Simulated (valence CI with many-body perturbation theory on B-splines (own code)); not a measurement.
Results of a calculation; reference values are marked as such.
## Hyperfine factors and g values of Cu15+

Level of theory: valence CI with perturbative core correlation (CI+MBPT): four valence electrons over a frozen Dirac-Fock core [Ne], radial functions for each j: 11 s, 11 p, 9 d, 7 f, 5 g, 2 h, 1 i, with the one-electron correlation potential Σ1 (screened to all orders), the two-electron term Σ2, the three-electron term Σ3, Breit, model QED; selected single and double excitations, second order for the rest (own B-spline code, finite nucleus).

No measured levels were compared; by estimate levels of excited configurations hold to 0.05 to 0.15 % of their energy, terms of the ground configuration to about 0.5 %.

A/g_I is the dipole constant over the nuclear g factor μ/I (μ in nuclear magnetons, uniformly magnetised nucleus), B/Q the quadrupole constant per barn. Both hold the static response of the core; the bare values leave it out. Large factors of s and p1/2 electrons are usually good to 5 to 10 %; those of open d and f shells near neutrality can be off by tens of per cent, and small factors of p3/2, d and f electrons come from cancelling terms and can be off by a factor of two or in sign, in half-filled shells by more. B is blank for J = 1/2, where it vanishes, and for nearly pure S terms. Energies count from the lowest level. Levels with J = 0 are left out.

Names give the largest LS component (configuration and term), which can be under half, so a name can repeat, a term be missing and a line seem to break the LS rules; names also repeat where a configuration has a term twice.

| Level | E (cm⁻¹) | g | A/g_I (MHz) | A/g_I bare | B/Q (MHz/b) | B/Q bare |
| --- | --- | --- | --- | --- | --- | --- |
| 3s²3p² ³P_1 | 18593 | 1.500 | -180 | 139 | 6350 | 6090 |
| 3s²3p² ³P_2 | 32776 | 1.410 | 11700 | 11400 | -6280 | -6020 |
| 3s²3p² ¹D_2 | 72124 | 1.089 | 10000 | 9700 | 18900 | 18100 |
| 3s3p³ ⁵S°_2 | 276300 | 1.988 | 31700 | 30800 |  |  |
| 3s3p³ ³D°_1 | 360950 | 0.569 | -17700 | -16800 | 6330 | 6080 |
| 3s3p³ ³D°_2 | 361420 | 1.203 | 19200 | 18400 | 11700 | 11200 |
| 3s3p³ ³D°_3 | 368050 | 1.333 | 29000 | 27800 | -1390 | -1320 |
| 3s3p³ ³P°_1 | 415630 | 1.440 | 38700 | 37100 | -6930 | -6650 |
| 3s3p³ ³P°_2 | 417010 | 1.415 | 25300 | 24300 | -11700 | -11200 |
| 3s3p³ ¹D°_2 | 455320 | 1.056 | 14400 | 13800 | -4690 | -4460 |
| 3s3p³ ³S°_1 | 511300 | 1.715 | -15200 | -13600 | 38.0 | 41.3 |
| 3s²3p3d ³F°_2 | 525550 | 0.675 | 9950 | 9620 | 9190 | 9010 |
| 3s²3p3d ³F°_3 | 537490 | 1.085 | 6320 | 6280 | 9620 | 9450 |
| 3s3p³ ¹P°_1 | 547780 | 1.271 | -2820 | -2230 | 227 | 225 |
| 3s²3p3d ³F°_4 | 556250 | 1.249 | 3430 | 3550 | 15100 | 14800 |
| 3s²3p3d ³P°_2 | 591660 | 1.279 | 2880 | 3080 | 1780 | 1850 |
| 3s²3p3d ³D°_1 | 602380 | 0.958 | -5800 | -5120 | 2710 | 2680 |
| 3s²3p3d ¹D°_2 | 613930 | 1.109 | 2560 | 2690 | -1700 | -1530 |
| 3s²3p3d ³P°_1 | 622850 | 1.050 | 4850 | 4930 | -7210 | -7000 |
| 3s²3p3d ³D°_3 | 624920 | 1.323 | 6460 | 6500 | -7760 | -7330 |
| 3s²3p3d ³D°_2 | 627060 | 1.270 | 7340 | 7350 | -9420 | -9080 |
| 3s²3p3d ¹F°_3 | 681110 | 1.006 | 5010 | 4970 | 14400 | 14100 |
| 3s²3p3d ¹P°_1 | 698800 | 0.990 | -1300 | -970 | 1980 | 1990 |
| 3p⁴ ³P_2 | 743740 | 1.423 | 9940 | 10000 | 2860 | 2780 |
| 3p⁴ ³P_1 | 767220 | 1.489 | 5900 | 6220 | -3450 | -3320 |
| 3s3p²3d ⁵F_1 | 778590 | 0.044 | -22800 | -21800 | -965 | -849 |
| 3p⁴ ¹D_2 | 781000 | 1.072 | 12300 | 11900 | -16600 | -15900 |
| 3s3p²3d ⁵F_2 | 782650 | 1.030 | 6180 | 6150 | 866 | 907 |
| 3s3p²3d ⁵F_3 | 789020 | 1.270 | 11600 | 11400 | 3450 | 3460 |
| 3s3p²3d ⁵F_4 | 798420 | 1.358 | 14100 | 13800 | 1360 | 1520 |
| 3s3p²3d ⁵F_5 | 810100 | 1.396 | 16700 | 16200 | -10200 | -9560 |
| 3s3p²3d ⁵D_1 | 811610 | 1.474 | 19000 | 18600 | -6380 | -6190 |
| 3s3p²3d ⁵D_2 | 813180 | 1.456 | 18600 | 18200 | -7330 | -7070 |
| 3s3p²3d ⁵D_3 | 815630 | 1.451 | 18900 | 18400 | -4690 | -4470 |

(1) Take the isotope of mass number 63, with I = 3/2, μ = 2.2259 μN, leaving out the quadrupole term. What is the hyperfine structure of 3s3p³ ⁵S°_2?

Answers

(1) From the table A = 47000 MHz. Shifts from the centre of gravity in MHz: F = 1/2: -212000, F = 3/2: -141000, F = 5/2: -23500, F = 7/2: 141000.
